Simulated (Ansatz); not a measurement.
One change: `CN(C)[Si]F` becomes `C[N](C)[GeH3]`.

Ansatz, PBE0-D4/def2-TZVP geometries, multiplicity 1. Each molecule was computed in one conformer, which needn't be the lowest.

Scalar relativity is left out up to krypton.

```json
{"property": "LUMO energy (ωB97M-V/def2-TZVPP) / eV", "`CN(C)[Si]F`": "0.86"}
{"property": "ideal-gas entropy at 298 K and 1 bar (rigid rotor, harmonic PBE0-D4/def2-TZVP) / J/(mol·K)", "`CN(C)[Si]F`": "330"}
{"property": "HOMO–LUMO gap (PBE0/def2-TZVPP) / eV", "`CN(C)[Si]F`": "5.95"}
{"property": "HOMO–LUMO gap (PBE/def2-TZVPP) / eV", "`CN(C)[Si]F`": "4.01"}
{"property": "LUMO energy (PBE/def2-TZVPP) / eV", "`CN(C)[Si]F`": "-1.85"}
{"property": "HOMO energy (PBE/def2-TZVPP) / eV", "`CN(C)[Si]F`": "-5.86"}
```

Task: Give the same properties after the change, and the shifts. (Best estimate.)

Result: Computed: 
| property | `C[N](C)[GeH3]` | shift |
| --- | --- | --- |
| LUMO energy (ωB97M-V/def2-TZVPP) / eV | 2.24 | 1.38 |
| ideal-gas entropy at 298 K and 1 bar (rigid rotor, harmonic PBE0-D4/def2-TZVP) / J/(mol·K) | 337 | 7 |
| HOMO–LUMO gap (PBE0/def2-TZVPP) / eV | 6.84 | 0.89 |
| HOMO–LUMO gap (PBE/def2-TZVPP) / eV | 4.71 | 0.70 |
| LUMO energy (PBE/def2-TZVPP) / eV | -0.22 | 1.63 |
| HOMO energy (PBE/def2-TZVPP) / eV | -4.93 | 0.93 |

With PBE0 the HOMO rises by 0.78 eV and the LUMO rises by 1.68 eV, so the gap widens by about 0.90 eV. PBE moves the HOMO by 0.93 eV and ωB97M-V by 0.66 eV. The zero-point energy changes by 51.2 kJ/mol with +6 modes.
